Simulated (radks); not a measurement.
Task: Pr I, 59 electrons, occupied as [Kr] 4d10 4f3 5s1 5p6 6s2 6p1 (not the ground configuration). Calculated with a radial shooting solver on a logarithmic mesh with Libxc functionals: Dirac Kohn-Sham, PBE, spin-unpolarised, spherical densities, point nucleus; open shells fill j = l - 1/2 first. Some entries of the table are withheld. Estimate them.

orbital,occ.,eigenvalue (eV),r(max) (bohr),<r> (bohr)
1s1/2,2,-41786.40,0.01541,0.02409
2s1/2,2,-6724.623,0.08740,0.1026
2p1/2,2,-6355.475,0.06651,0.08605
2p3/2,4,-5873.204,0.07186,0.09236
3s1/2,2,-1455.375,0.2493,0.2720
3p1/2,2,-1298.464,0.2361,0.2617
3p3/2,4,-1202.906,0.2476,0.2740
3d3/2,4,-929.3116,0.1986,0.2452
3d5/2,6,-908.7152,0.2019,0.2490
4s1/2,2,-294.1448,0.5794,0.6226
4p1/2,2,-235.4492,0.5879,0.6405
4p3/2,4,-214.9106,0.6127,0.6683
4d3/2,4,-118.5845,0.6315,0.7216
4d5/2,6,-114.9814,0.6396,0.7316
5s1/2,1,-44.3011,1.347,1.488
5p1/2,2,-28.3318,(1),1.665
5p3/2,4,-25.3644,(2),1.746
4f5/2,3,-7.1010,0.6879,1.087
4f7/2,0,-6.7380,0.6930,1.101
6s1/2,2,-4.9695,3.549,4.047
6p1/2,1,-2.2895,(3),5.123
6p3/2,0,-2.0372,(4),5.377

Result: 
(1) 5p1/2 r(max) (bohr): 1.471
(2) 5p3/2 r(max) (bohr): 1.538
(3) 6p1/2 r(max) (bohr): 4.361
(4) 6p3/2 r(max) (bohr): 4.564
